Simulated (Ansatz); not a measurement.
Harmonic frequencies (cm⁻¹) at PBE0-D4/def2-TZVP from Ansatz: 382, 410, 543, 544, 611, 791, 1839, 1880, 3898.

Q: Which molecule is it?
A. `[OH][InH2]`
B. `[OH][In]([Cl])[Br]`
C. `[Cl][In]([Cl])[Cl]`
D. `[F][InH][SH]`

A: A.
